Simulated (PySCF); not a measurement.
## Nb: excitation energy

Nb [Kr] 4d4 5s1 (6D) → Nb [Kr] 4d5 (6S), as a difference of total energies. All numbers are calculated (PySCF 2.14, a scalar-relativistic core potential, in def2-QZVPPD with the def2 core potential (28 electrons)). Correlated levels: valence and next inner shell: nothing frozen outside the core potential. The calculations carry no spin-orbit coupling.

| method | excitation energy (eV) |
| --- | --- |
| UHF | 1.699 |
| MP2 (valence and next inner shell) | 1.362 |
| SCS-MP2 (valence and next inner shell) | 1.544 |
| CCSD (valence and next inner shell) | 1.462 |
| CCSD(T) (valence and next inner shell) | 1.430 |

**Question.** How much does correlation contribute at CCSD(T) (valence and next inner shell)?

**Answer.** 1.430 − (1.699) = -0.269 eV, measured against UHF.
